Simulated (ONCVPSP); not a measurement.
K: excitation energies, all-electron against ONCV

K, optimised norm-conserving Vanderbilt (ONCV), made with ONCVPSP 4.0.1 (PBEsol, scalar-relativistic). Core [Ne], reference 3s2 3p6 4s1. Waves: 3s+4s: rc 2.15 bohr, ncon 4, nbas 8, qcut 5.3 1/bohr, 3 projectors, debl 1.6 Ha; 3p: rc 1.45 bohr, ncon 5, nbas 9, qcut 5.7 1/bohr, 2 projectors, debl 2 Ha; d scattering state at 0.28 Ha: rc 1.85 bohr, ncon 4, nbas 9, qcut 4.6 1/bohr, 2 projectors, debl 0.9 Ha. Local part: polynomial inside 1.05 bohr (lpopt 4, dvloc0 3 Ha). Core correction: Teter function, fcfact 3, rcfact 1.45.

Energies are relative to the spin-unpolarised reference configuration 3s2 3p6 4s1; without spin polarisation the order of configurations can differ from experiment.

```csv
valence configuration,charge,ΔE all-electron (eV),error AE − PS (meV)
3s2 3p6 4s0.5,+0.5,1.621,-0.1
3s2 3p6 4s0 4p1,0,1.518,-0.1
```

What are ΔE and the potential's error for 3s2 3p6 4s0?

ΔE = 4.217 eV all-electron; the error (AE − PS) is -0.2 meV.

What are ΔE and the potential's error for 3s1 3p6 4s1?

ΔE = 41.898 eV all-electron; the error (AE − PS) is -176 meV.
